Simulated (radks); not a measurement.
Q: These are the eigenvalues of the occupied orbitals of an atom or ion with whole-number occupations (eV). All-electron calculation, Dirac Kohn-Sham, exchange-only PBE, spin-unpolarised, spherical densities, finite nucleus; Fermi nuclear charge, rms radius of each element as measured or else 0.836 A^(1/3) + 0.57 fm. Program: a radial shooting solver on a logarithmic mesh with Libxc functionals.

orbital  eigenvalue
1s1/2     -58099.37
2s1/2     -10429.08
2p1/2     -9972.178
2p3/2     -9055.702
3s1/2     -2959.072
3p1/2     -2759.577
3p3/2     -2565.275
3d3/2     -2225.163
3d5/2     -2182.690
4s1/2     -1158.273
4p1/2     -1076.000
4p3/2     -1023.232
4d3/2     -887.0480
4d5/2     -876.2134

Which element is it, and in what charge state? The configuration may be excited. Open shells, if any, fill j = l - 1/2 first.

A: Z = 68, erbium, charge +25: Er25+ in [Kr] 4d7. The list shows which subshells hold electrons but not how many an open one holds; the 1s level, -2135.1 hartree, gives Z - s = 65.3 by -(Z - s)^2/2, which with screening and relativity narrows Z to a few neighbours, and the depths of the outer levels then fix element, charge and occupations together.
